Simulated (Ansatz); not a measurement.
Stepwise reaction of `[OH][Ge]([OH])([F])[SiH3]` with hydrogen fluoride, as a gas-phase model of exchange steps in deposition or etching. ΔE in kJ/mol; ΔG adds harmonic PBE0-D4 terms to CCSD(T)/CBS, at 1 bar.

Gas-phase electronic energies from Ansatz, PBE0-D4/def2-TZVP geometries. CCSD(T)/CBS is the MP2 limit (def2-TZVPP, def2-QZVPP) plus CCSD(T) − MP2 in def2-TZVPP, frozen cores. This one scheme is used for every species. Functionals use def2-TZVPP. B3LYP here is the variant with VWN-RPA as its local correlation; programs differ in this. For Ge outer-core shells are correlated without core-valence functions, which leaves a few kJ/mol of doubt a bond. Scalar relativity is left out up to krypton. Each species was taken in one conformer, which may not be the lowest.

```csv
step,reaction,PBE-D4,B3LYP-D4,ωB97M-V,CCSD(T)/CBS,ΔG(500 K)
2,`[OH][Ge]([F])([F])[SiH3]` + H–F → `[F][Ge]([F])([F])[SiH3]` + H₂O,-24.4,-25.2,-24.9,-20.8,-16.7
```

Question: Give the row of step 1, `[OH][Ge]([OH])([F])[SiH3]` + H–F → `[OH][Ge]([F])([F])[SiH3]` + H₂O. (Estimate.)

Answer: Computed: 
| step | reaction | PBE-D4 | B3LYP-D4 | ωB97M-V | CCSD(T)/CBS | ΔG(500 K) |
| --- | --- | --- | --- | --- | --- | --- |
| 1 | `[OH][Ge]([OH])([F])[SiH3]` + H–F → `[OH][Ge]([F])([F])[SiH3]` + H₂O | -30.8 | -33.0 | -32.7 | -27.9 | -29.4 |

Question: By hand: ΔE of the 2 steps together at CCSD(T)/CBS.

Answer: (-27.9) + (-20.8) = -48.7 kJ/mol, or -24.4 kJ/mol a step.

In ΔE each step is higher than the one before. All are downhill at CCSD(T)/CBS. ΔG lies between -29.4 and -16.7 kJ/mol a step. PBE-D4 differs from CCSD(T)/CBS by -3.6 to -2.9 kJ/mol a step. Only this route is followed, and other bonds may react first. Isolated molecules leave out the surface, adducts and barriers. Largest T1 diagnostic: 0.013.
